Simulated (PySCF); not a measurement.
**Correlation energy of Tc³⁺ (technetium, charge +3)**

Starting occupation: [Kr] 4d4, 4d5/2 with m_j = -1/2, +1/2, +3/2, +5/2. Calculation: PySCF 2.14, in x2c-TZVPall-2c with one added diffuse shell each of s, p, d type (9s10p8d1f, 86 functions); X2C-1e with screened-nucleus spin-orbit coupling, Gaussian nucleus. Frozen: [Ar] 3d10; 12 electrons correlated; the 6 highest virtual spinors left out.

MP2 pair energies summed by pair of shells (mhartree):

```csv
pair,energy,share (%)
4d-4p,-103.46,42.1
4p-4p,-74.98,30.5
4d-4d,-27.66,11.2
4p-4s,-24.30,9.9
4d-4s,-11.21,4.6
4s-4s,-4.34,1.8
```

Total MP2 correlation energy: -245.95 mhartree.

The GHF reference relaxed away from the jj start to a determinant that is no pure jj level (⟨S²⟩ = 5.97, ⟨J²⟩ = 20.01); the energies belong to that determinant.

This basis was not built for core-valence correlation, so the inner-shell part is incomplete.
